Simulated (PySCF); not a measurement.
CaH2O2, SMILES [OH][Ca][OH]. Heavy atoms are numbered as in [Ca:1]([OH:2])[OH:3]. Hydrogens are named by the atom that carries them.

Geometry optimised at B3LYP-D3(BJ)/def2-TZVP. The values are those of a single conformer.

The numbers are results of PBE0/pcSseg-2 in PySCF, not measurements.

GIAO shieldings, no solvent; atoms alike by connectivity are averaged. δ = σ(ref) − σ: ¹⁷O against H2O (σ = 327.8 ppm); ¹H against TMS (σ = 31.54 ppm), references at their B3LYP-D3(BJ)/def2-TZVP geometries, non-relativistic.

```json
[
 {"nucleus": "¹⁷O", "atoms": "O2 (OH)", "count": "2", "δ (ppm)": "73.7"},
 {"nucleus": "¹H", "atoms": "H on O2", "count": "2", "δ (ppm)": "-1.02"}
]
```
